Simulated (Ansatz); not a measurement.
Program: Ansatz. Geometries: PBE0-D4/def2-TZVP. ΔE: electronic, gas phase. CCSD(T)/CBS adds triple-zeta CCSD(T) − MP2 to the extrapolated MP2 energy (def2 sets, frozen cores). This one scheme is used for every species. Functionals use def2-TZVPP. Elements past krypton have def2 core potentials. For In outer-core shells are correlated without core-valence functions, which leaves a few kJ/mol of doubt a bond. Each species was taken in one conformer, which may not be the lowest.

Reaction (hydrogenolysis of the Si–Si bond): `[SiH3][SiH2][CH2][InH2]` + H₂ → `[SiH3][CH2][InH2]` + SiH₄

`[SiH3][SiH2][CH2][InH2]`:

Cartesian coordinates in Å:
```
Si -0.764 -1.638 -0.482
Si -0.572 0.586 -1.192
C 0.890 1.245 -0.252
In 0.782 0.485 1.790
H -0.476 -1.561 1.003
H 0.285 -2.534 -1.038
H -2.092 -2.291 -0.617
H -0.492 0.680 -2.679
H -1.819 1.280 -0.759
H 1.831 0.907 -0.693
H 0.884 2.338 -0.241
H -0.533 0.996 2.782
H 2.076 -0.491 2.377
```

H₂:

```xyz
2

H     0.176    0.212   -0.252
H    -0.176   -0.212    0.252
```

`[SiH3][CH2][InH2]`:

```xyz
10

Si   -0.840    0.793   -0.946
C     0.758    0.061   -0.339
In    0.523   -1.077    1.483
H    -0.683    1.582   -2.201
H    -1.423    1.697    0.087
H    -1.839   -0.282   -1.208
H     1.475    0.865   -0.151
H     1.168   -0.601   -1.107
H     0.173   -2.764    1.380
H     0.688   -0.274    3.001
```

SiH₄:

Z-matrix (Å, degrees):
```
Si
H 1 1.485
H 1 1.485 2 109.5
H 1 1.485 2 109.5 3 -120.0
H 1 1.485 2 109.5 3 120.0
```

```
                  species  PBE0 energy (Eh)
`[SiH3][SiH2][CH2][InH2]`        -812.33685
                       H₂          -1.16849
      `[SiH3][CH2][InH2]`        -521.75445
                     SiH₄        -291.75661
```

(1) Work out ΔE.

Largest T1 diagnostic among the species: 0.014.

Answers

(1) ΔE = (-521.75445) + (-291.75661) − (-812.33685) − (-1.16849) = -0.00572 Eh = -15.0 kJ/mol. CCSD(T)/CBS gives -10.3 kJ/mol.

In def2-TZVPP, CCSD(T) changes the Hartree–Fock value by +43.1 kJ/mol (the triples alone add +7.4 kJ/mol) and MP2 by +44.4 kJ/mol. From PBE to PBE0 (25 % exact exchange), in def2-TZVPP and without D4, ΔE moves by −5.8 kJ/mol.
